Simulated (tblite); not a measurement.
Potential energy surface of Cl₃ (anion, charge -1), singlet: map of symmetric stretch and bend. Scanned: Cl-Cl bond length and Cl-Cl-Cl angle.

Cartesian coordinates as functions of the variables (Å; names that start with a are angles):
```
Cl  0  0  0
Cl  r*sin(a/2)  0  r*cos(a/2)
Cl  -r*sin(a/2)  0  r*cos(a/2)
```

Computed with GFN2-xTB, 300 K electronic temperature in tblite.

Energy in eV above the lowest grid point; x is the Cl-Cl bond length (Å), y the Cl-Cl-Cl angle (°).

```
y \ x       2   2.15   2.27   2.39   2.50   2.62   2.74   2.86   2.98   3.09   3.17
------  -----  -----  -----  -----  -----  -----  -----  -----  -----  -----  -----
180     0.961  0.161  0.000  0.117  0.365  0.704  1.054  1.378  1.657  1.870  1.999
173.95  0.986  0.180  0.014  0.127  0.373  0.710  1.058  1.381  1.660  1.872  2.000
165.32  1.108  0.268  0.081  0.178  0.412  0.739  1.080  1.398  1.673  1.882  2.009
156.68  1.332  0.431  0.204  0.270  0.482  0.792  1.120  1.428  1.696  1.901  2.025
148.04  1.657  0.665  0.381  0.403  0.584  0.869  1.178  1.472  1.730  1.928  2.048
139.41  2.079  0.968  0.609  0.574  0.716  0.967  1.253  1.530  1.774  1.963  2.077
130.77  2.593  1.336  0.886  0.781  0.875  1.088  1.345  1.600  1.828  2.005  2.112
122.14  3.183  1.758  1.203  1.019  1.059  1.227  1.451  1.682  1.891  2.053  2.151
113.50  3.829  2.223  1.554  1.283  1.264  1.384  1.571  1.773  1.959  2.103  2.191
104.86  4.493  2.711  1.925  1.566  1.484  1.552  1.697  1.865  2.024  2.149  2.227
96.23   4.290  2.938  2.254  1.827  1.684  1.697  1.800  1.936  2.073  2.185  2.256
85      4.043  2.659  2.043  1.755  1.683  1.726  1.836  1.972  2.106  2.215  2.284
```

Points that lie below all their neighbours on the grid: x = 2.27, y = 180 on the edge of the grid (0.000 eV); x = 2.50, y = 85 on the edge of the grid (1.683 eV). The lowest path on the grid from the first to the second passes x = 2.50, y = 96.23 at 1.684 eV.
